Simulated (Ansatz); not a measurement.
Consider the hydrogenolysis of a C–Ge bond: `F[SiH](F)[CH2][GeH3]` + H₂ → `C[SiH](F)F` + GeH₄.

Calculated with Ansatz (gas phase, PBE0-D4/def2-TZVP geometries, no zero-point term in ΔE). CCSD(T)/CBS adds triple-zeta CCSD(T) − MP2 to the extrapolated MP2 energy (def2 sets, frozen cores). This one scheme is used for every species. DFT in def2-TZVPP. B3LYP here is the variant with VWN-RPA as its local correlation; programs differ in this. For Ge outer-core shells are correlated without core-valence functions, which leaves a few kJ/mol of doubt a bond. Scalar relativity is left out up to krypton. One conformer a species, not always the lowest.

`F[SiH](F)[CH2][GeH3]`:

```xyz
11

F    -2.921   -0.015    0.337
Si   -1.525    0.133   -0.411
F    -1.403    1.661   -0.840
C    -0.138   -0.308    0.707
Ge    1.652    0.022   -0.041
H    -1.589   -0.679   -1.643
H    -0.211   -1.372    0.955
H    -0.226    0.253    1.642
H     2.705   -0.623    0.873
H     1.904    1.532   -0.136
H     1.752   -0.603   -1.443
```

H₂:

```xyz
2

H    -0.179    0.070   -0.320
H     0.179   -0.070    0.320
```

`C[SiH](F)F`:

Cartesian coordinates in Å:
```
C -0.653 -0.018 0.742
Si 0.532 0.047 -0.664
F 0.773 -1.418 -1.234
F 1.942 0.580 -0.156
H -0.276 -0.666 1.536
H -1.620 -0.406 0.411
H -0.810 0.980 1.157
H 0.111 0.902 -1.792
```

GeH₄:

Cartesian coordinates in Å:
```
Ge 0.000 0.000 0.000
H -0.725 -0.307 -1.317
H 0.396 -1.315 0.684
H -0.931 0.796 0.923
H 1.260 0.825 -0.290
```

```
             level  ΔE (kJ/mol)  difference from CCSD(T)/CBS
            PBE-D4        -31.6                         -4.0
          B3LYP-D4        -35.6                         -8.0
           ωB97M-V        -33.5                         -5.9
     HF/def2-TZVPP        -56.3                        -28.7
    MP2/def2-TZVPP        -22.9                          4.7
SCS-MP2/def2-TZVPP        -29.3                         -1.7
    MP2/def2-QZVPP        -21.9                          5.7
SCS-MP2/def2-QZVPP        -28.5                         -0.9
     MP2/CBS(def2)        -20.6                          7.0
    CCSD/CBS(def2)        -32.4                         -4.8
       CCSD(T)/CBS        -27.6                            0
```

Largest T1 diagnostic among the species: 0.012.

The D4 term adds +11.4 kJ/mol with B3LYP and +6.3 kJ/mol with PBE0; it sums over pairs of atoms, weighted by their polarisabilities, and B3LYP, whose exchange is more repulsive, gets the larger term. In def2-TZVPP, CCSD(T) changes the Hartree–Fock value by +26.5 kJ/mol (the triples alone add +4.8 kJ/mol) and MP2 by +33.4 kJ/mol.
